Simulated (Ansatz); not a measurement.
Consider the ligand exchange at the Si–O bond: `O[Si](F)(Cl)Cl` + `O[SiH2]O` → `O[SiH2]O[Si](F)(Cl)Cl` + H₂O.

Program: Ansatz. Geometries: PBE0-D4/def2-TZVP. ΔE: electronic, gas phase. CBS: MP2 limit from def2 TZ/QZ plus the TZ coupled-cluster correction, frozen cores. This one scheme is used for every species. One conformer a species, not always the lowest.

```
                species  CCSD(T)/CBS(def2) energy (Eh)
       `O[Si](F)(Cl)Cl`                    -1384.43664
             `O[SiH2]O`                     -441.92975
`O[SiH2]O[Si](F)(Cl)Cl`                    -1749.99548
                    H₂O                      -76.37941
```

(1) Work out ΔE.

Largest T1 diagnostic among the species: 0.011.

Answers

(1) ΔE = (-1749.99548) + (-76.37941) − (-1384.43664) − (-441.92975) = -0.00850 Eh = -5.3 kcal/mol.

From PBE to PBE0 (25 % exact exchange), in def2-TZVPP and without D4, ΔE moves by −0.9 kcal/mol. The D4 term adds −2.4 kcal/mol with B3LYP and −1.5 kcal/mol with PBE0; it sums over pairs of atoms, weighted by their polarisabilities, and B3LYP, whose exchange is more repulsive, gets the larger term.

B3LYP here is the variant with VWN-RPA as its local correlation; programs differ in this.
